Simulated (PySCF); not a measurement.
Geometries of 2 isomers of C4H4FNO, from PBE0-D3(BJ)/def2-SVP geometry optimisation, gas phase in PySCF 2.14.0. One conformer each, no zero-point energy, no frequencies.

Task: Which isomer lies lower at this level?
A.
```xyz
11
angstrom
N      2.663    1.273   -0.517
C      1.744    0.571   -0.519
C      0.566   -0.297   -0.535
C     -0.792    0.374   -0.257
C     -0.782   -0.503    0.993
F     -0.677    0.198    2.145
O      0.437   -1.099    0.639
H      0.601   -0.918   -1.446
H     -1.573    0.151   -0.994
H     -0.758    1.448   -0.038
H     -1.585   -1.247    1.128
```
B.
```xyz
11
angstrom
N      2.751   -0.386    1.142
C      1.806   -0.356    0.477
C      0.595   -0.319   -0.342
O      0.266    0.984   -0.799
C     -1.044    0.919   -0.227
C     -0.754   -0.446    0.394
F     -1.535   -1.463   -0.045
H      0.683   -1.055   -1.163
H     -1.839    0.876   -0.991
H     -1.238    1.749    0.470
H     -0.691   -0.484    1.491
```

Result: A. That is `N#C[C@@H]1C[C@H](F)O1`, 10.4 kcal/mol below the other.

| SMILES | atoms numbered as above | E (Eh) | relative (kcal/mol) | relative (kJ/mol) | dipole (D) |
| --- | --- | --- | --- | --- | --- |
| N#C[C@@H]1C[C@H](F)O1 | [N:1]#[C:2][C@@H:3]1[CH2:4][C@H:5]([F:6])[O:7]1 | -383.89239 | 0.0 | 0.0 | 4.71 |
| N#C[C@@H]1OC[C@H]1F | [N:1]#[C:2][C@@H:3]1[O:4][CH2:5][C@H:6]1[F:7] | -383.87589 | 10.4 | 43.3 | 3.20 |
